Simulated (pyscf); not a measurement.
PySCF, gas phase, ωB97X-D3(BJ)/def2-SVP geometries. MP2 and CC: frozen core, UHF for open shells. ΔMP2 is the change of the MP2 total energy from the triple- to the quadruple-zeta basis.

Problem. HP=GaH (SMILES [PH]=[GaH]) -> H₂P–Ga (SMILES [PH2][Ga]) [singlet]
Surface: singlet. Broken: Ga–H. Formed: H–P. Give ΔE‡ and ΔE from MP2/def2-QZVPP, relative to the reactant's lowest minimum found.

Solution. ΔE‡ = 39.0 kcal/mol, ΔE = -11.2 kcal/mol. CCSD(T)/def2-TZVPP + ΔMP2(QZVPP) gives 32.6 kcal/mol and -14.1 kcal/mol. Zero-point energy shifts the barrier by -1.1 kcal/mol. It is a hydrogen shift, with an imaginary mode of 979i cm⁻¹. One saddle was located; it need not be the lowest between these sides. A restricted solution here is unstable towards spin polarisation, so biradical character is likely and single-reference numbers are less safe. The CCSD(T) − MP2 part came from Ansatz, without density fitting, on the same reference. The largest closed-shell T1 diagnostic is 0.031, which may signal static correlation. The frozen core leaves the outer d or s,p core shells of the metals and heavy elements correlated in the MP2 and CC values, and def2-TZVPP describes them poorly, which can shift differences by a few kcal/mol. Elements up to Kr have no core potential and no relativistic terms here.
